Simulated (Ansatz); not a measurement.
Total energies of BF$_{2}$H$_{3}$Si (`FB(F)[SiH3]`).

```xyz
7

F    -0.1156   -0.1907    2.1846
B     0.0661   -0.6684    0.9686
F     0.3070   -1.9630    0.8801
Si   -0.0377    0.5001   -0.6941
H    -0.0345    1.9401   -0.3336
H    -1.2971    0.1787   -1.4178
H     1.1118    0.2031   -1.5878
```

Charge 0, multiplicity 1. All single points use the PBE0-D4/def2-TZVP geometry. Basis def2-TZVPP, Ansatz 0.2.0.

RPA on PBE orbitals: Hartree–Fock energy of these orbitals -514.40940 Eh, correlation -1.15821 Eh (frozen core).

| functional | energy without D4 (Eh) | D4 term (kJ/mol) |
| --- | --- | --- |
| LDA (SPW92) | -513.31061 | – |
| PBE | -515.65627 | -10.2 |
| BLYP | -516.01228 | -22.7 |
| r2SCANh | -515.90400 | -2.5 |
| HSE06 (plane-wave form) | -515.67592 | -7.9 |
| BHLYP | -515.96409 | -12.6 |
| LC-ωPBE | -515.82357 | – |
| ωB97X-V | -515.92494 | – |
| ωB97M-V | -515.95688 | – |
| PBE-QIDH | -515.58147 | – |

(1) Give the same for revPBE, r2SCAN, B97M-V, PBE0, B3LYP, r2SCAN0, CAM-B3LYP, B2PLYP. (Best estimate.)

B3LYP takes the VWN-RPA correlation (the form of Gaussian; ORCA's B3LYP/G). HSE06 is the plane-wave form, built on full-range PBE exchange. The double hybrids freeze the cores in their second-order part.

## Answers

(1) Computed: 
```tsv
functional	energy without D4 (Eh)	D4 term (kJ/mol)
revPBE	-515.90303	-31.7
r2SCAN	-515.91675	-2.4
B97M-V	-515.90810	–
PBE0	-515.69246	-8.5
B3LYP	-516.07460	-16.5
r2SCAN0	-515.88593	-2.8
CAM-B3LYP	-515.99203	-8.6
B2PLYP	-515.79357	–
```

LC-ωPBE has ω = 0.4 bohr⁻¹.
